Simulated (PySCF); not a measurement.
HO2Si, SMILES O=[Si]=[OH+], charge +1. Atoms are numbered in the order given.

```xyz
4

O     -0.0012     1.5745     0.0000
Si     0.0187     0.0852     0.0000
O     -0.0906    -1.4443     0.0000
H      0.4724    -2.2335     0.0000
```
Charge +1, spin multiplicity 1.

The structure is a stationary point at PBE0-D3(BJ)/def2-TZVP. The isomer is the one that the SMILES or the coordinates give; other isomers of the formula were not compared.

These are B3LYP/def2-TZVPD (PySCF) values and carry that method's errors.

Symmetry labels are those of the subgroup Cs that the program uses (full group Cs).

Computed valence orbital energies around the gap with their symmetry:
| orbital | symmetry | energy (eV) |
|---|---|---|
| HOMO−7 | A' | -36.86 |
| HOMO−6 | A' | -33.47 |
| HOMO−5 | A' | -24.94 |
| HOMO−4 | A' | -19.53 |
| HOMO−3 | A" | -19.08 |
| HOMO−2 | A' | -18.16 |
| HOMO−1 | A' | -16.52 |
| HOMO | A" | -16.49 |
| LUMO | A' | -10.83 |
| LUMO+1 | A' | -8.04 |
| LUMO+2 | A" | -7.72 |
| LUMO+3 | A' | -5.22 |
